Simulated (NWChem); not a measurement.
Species: GaH₂Cl; SMILES [Cl][GaH2]

```xyz
4

Ga     0.0000     0.0000     0.7067
H      0.0000    -1.4108     1.3698
H      0.0000     1.4108     1.3698
Cl     0.0000     0.0000    -1.4499
```
Atoms are numbered in this order, from 1.

Program: NWChem. Structure relaxed at the PBE0/def2-SVP level. Ions are spin-unrestricted doublets at the neutral geometry; other ion states weren't tried.

For level PBE/def2-SVP:

| Property | Value |
|---|---|
| vertical ionisation energy, ΔSCF (eV) | 10.41 |
| −ε(HOMO) (eV) | 6.97 |

Question: How do the values read with level PBE0/def2-SVP instead?

Answer: The vertical ionisation energy, ΔSCF (eV) comes out as 10.77. The −ε(HOMO) (eV) comes out as 8.33.
